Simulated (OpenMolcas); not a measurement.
Os5+ (d3) among equal point charges was computed by CASSCF with the d shell active (OpenMolcas, ANO-RCC-VDZP on the metal). Its lowest spin-free states, and all those of the highest spin:

| 2S+1 | Degeneracy | E (cm-1) |
| --- | --- | --- |
| 4 | 2 | 0.0 |
| 4 | 1 | 681.9 |
| 4 | 2 | 1121 |
| 4 | 2 | 4191 |
| 4 | 2 | 14188 |
| 2 | 2 | 15316 |
| 2 | 2 | 15465 |
| 2 | 2 | 15689 |
| 2 | 2 | 15709 |
| 2 | 2 | 16399 |
| 2 | 1 | 17077 |
| 2 | 2 | 18067 |
| 4 | 1 | 21180 |

Q: Is the site octahedral, tetrahedral or cube-like, axial, or of lower symmetry?

A: The states with 2S+1 = 4 have orbital degeneracies 2, 1, 2, 2, 2, 1. There are pairs but no triples, so the site is axial: not cubic, but with a proper or improper axis of order three or more. The run had Os5+ among 2 point charges of -0.75 e arranged as a linear pair (D∞h), 2.09 Å from the ion.

Spin-orbit coupling mixes the spin-free states strongly: the lowest level takes only 40 % from its leading state, 4Π. Without dynamic correlation the repulsion within the d shell is too large (B by tens of per cent), so at a given field states of lower spin stand too high. The ground term spreads over less than 5000 cm-1, several times less than with real ligands, so orbital moments are less quenched and χT lies further from the spin-only value than at real sites. This is an electrostatic model: the charges have no orbitals. No measured value stands beside these numbers.
